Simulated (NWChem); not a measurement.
System: MgH$_{2}$; SMILES [MgH2]

B3LYP is NWChem's, with the RPA form of VWN correlation.

Give the equilibrium geometry at B3LYP/6-31G* (spherical d) (NWChem) as a Z-matrix, with the point group.

point group D*h; any orientation.
```
Mg
H 1 1.7125
H 1 1.7125 2 180.00
```
